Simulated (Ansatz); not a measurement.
Li11F11 (started as a model of: (LiF)11 cage of four- and six-membered rings), relaxed as a singlet with RKS r2SCAN-D4/def2-SVP in Ansatz, starting from the GFN2-xTB geometry. Force threshold 0.03 eV/Å.

Start:

```xyz
22

Li   -2.263   -0.973   -1.882
F    -0.593   -1.188   -2.338
Li   -0.557    0.596   -2.369
F    -2.274    0.845   -2.173
Li   -2.683    0.883   -0.473
F    -2.868   -0.884   -0.235
Li   -1.678   -1.300    0.908
F    -0.171   -2.063    0.436
Li    0.494   -1.623   -1.082
F     2.148   -1.160   -1.129
Li    2.119    0.623   -1.188
F     0.624    1.436   -1.440
Li   -0.049    1.908    0.072
F    -1.720    1.757    0.624
Li   -0.932    1.130    2.083
F    -1.050   -0.548    2.384
Li    0.478   -1.281    1.863
F     0.667    1.779    1.681
Li    2.927   -0.923    0.414
F     3.123    0.896    0.214
Li    2.141    0.929    1.661
F     2.117   -0.838    1.969
```

(1) Estimate the energy that the relaxation releases and the steps that it takes.

(2) Does the start keep its bonding and symmetry?

(3) Predict the relaxed structure.

## Answers

(1) 51.3 kJ/mol, in 4 steps; 49 s on 4 threads of Arm Neoverse V2 on a shared host. No frequencies were taken in this run, so the end may be a saddle point.

(2) By distances, no bond broke or formed. The bond that changes most is F8–Li9, from 1.71 to 1.79 Å (atoms count from 1). Point group Cs at the start, Cs at the end, both within 0.05 Å.

(3) 
```
atom    x (Å)    y (Å)    z (Å)
 Li1  -2.3249  -0.9504  -1.9185
  F2  -0.6111  -1.1786  -2.3276
 Li3  -0.5852   0.6359  -2.4438
  F4  -2.3440   0.8401  -2.2089
 Li5  -2.8027   0.9459  -0.4825
  F6  -2.8997  -0.8628  -0.2300
 Li7  -1.7483  -1.4693   0.9561
  F8  -0.1849  -2.2300   0.4658
 Li9   0.5219  -1.8708  -1.1403
 F10   2.1515  -1.1525  -1.1059
Li11   2.1913   0.6621  -1.2160
 F12   0.6331   1.5010  -1.4638
Li13  -0.0430   2.1875   0.0507
 F14  -1.7250   1.8137   0.5981
Li15  -0.9294   1.1529   2.0771
 F16  -1.0388  -0.5834   2.3615
Li17   0.4921  -1.4482   1.9469
 F18   0.6894   1.8365   1.6658
Li19   2.9981  -0.9001   0.4354
 F20   3.1975   0.8924   0.2417
Li21   2.2275   0.9934   1.7420
 F22   2.1345  -0.8153   1.9962
```
Bond lengths (bridged metal pairs left out): 33 × F–Li 1.76 to 1.83 Å.
